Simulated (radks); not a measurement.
Values are calculated unless marked as measured or tabulated.
Coulomb parameter of the 4f shell of the ytterbium ion Yb3+ in the model configuration [Xe] 4f11.5 5d1.5, as a second difference U = [E(n + 0.5) + E(n - 0.5) - 2 E(n)] / (0.5)^2 with all orbitals relaxed. "Bare": the charge of the atom changes with n. "Screened": the 5d shell takes up the change at fixed total charge, which measures U(4f,4f) + U(5d,5d) - 2 U(4f,5d). Code: a radial shooting solver on a logarithmic mesh with Libxc functionals. Model: scalar-relativistic Kohn-Sham, r2SCAN, spin-unpolarised, spherical densities, finite nucleus; meta-GGA in the generalised Kohn-Sham scheme; Fermi nuclear charge, rms radius 5.3108 fm.

case,configuration,E - E(n) (eV)
start,[Xe] 4f11.5 5d1.5,0.000
bare +0.5,[Xe] 4f12 5d1.5,-21.285
bare -0.5,[Xe] 4f11 5d1.5,26.627
screened +0.5,[Xe] 4f12 5d1,-9.302
screened -0.5,[Xe] 4f11 5d2,10.880

U(bare) = 21.368 eV, U(screened by 5d) = 6.312 eV, against the Slater integral F0(4f,4f) = 36.702 eV with frozen orbitals.
